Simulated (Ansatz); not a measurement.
Reaction (cleavage of the Ge–Ge bond): `[Cl][GeH2][GeH2][Cl]` + HI → `[Cl][GeH2][I]` + `[Cl][GeH3]`

Gas-phase electronic energies from Ansatz, PBE0-D4/def2-TZVP geometries. CBS: MP2 limit from def2 TZ/QZ plus the TZ coupled-cluster correction, frozen cores. Functionals use def2-TZVPP. B3LYP here is the variant with VWN-RPA as its local correlation; programs differ in this. def2 core potentials past Kr. For Ge, I outer-core shells are correlated without core-valence functions, which leaves a few kJ/mol of doubt a bond. Scalar relativity is left out up to krypton. Each species was taken in one conformer, which may not be the lowest.

Problem. Is it downhill or uphill in electronic energy at CCSD(T)/CBS, and by how much? (An estimate is asked.)

Solution. The calculation gave: Downhill: ΔE = -51.3 kJ/mol.

Problem. What do these levels give: PBE0-D4, B3LYP-D4, B2PLYP, HF/def2-TZVPP, HF/def2-QZVPP, CCSD/CBS(def2)? (Estimate.)

Solution. Ansatz gave: PBE0-D4 -49.0, B3LYP-D4 -47.8, B2PLYP -52.0, HF/def2-TZVPP -65.6, HF/def2-QZVPP -66.4, CCSD/CBS(def2) -51.8 kJ/mol.

Largest T1 diagnostic among the species: 0.010.

In def2-TZVPP, CCSD(T) changes the Hartree–Fock value by +18.8 kJ/mol (the triples alone add +0.5 kJ/mol) and MP2 by +11.0 kJ/mol. From PBE to PBE0 (25 % exact exchange), in def2-TZVPP and without D4, ΔE moves by −4.5 kJ/mol.
